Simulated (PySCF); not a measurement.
A structure optimised at TPSSh-D3(BJ)/def2-TZVP, used in a PySCF frequency run:

```xyz
4

Zn    -0.0075     0.3707     0.0000
F      0.0177     2.1217     0.0000
S     -0.0750    -1.7712     0.0000
H      1.2663    -1.8780     0.0000
```

Problem. Write its SMILES, formula and point group.

Solution. [F][Zn][SH], FHSZn, Cs

Problem. What are its rotational constants (standard atomic weights)?

Solution. 286.90, 2.5475, 2.5251 GHz
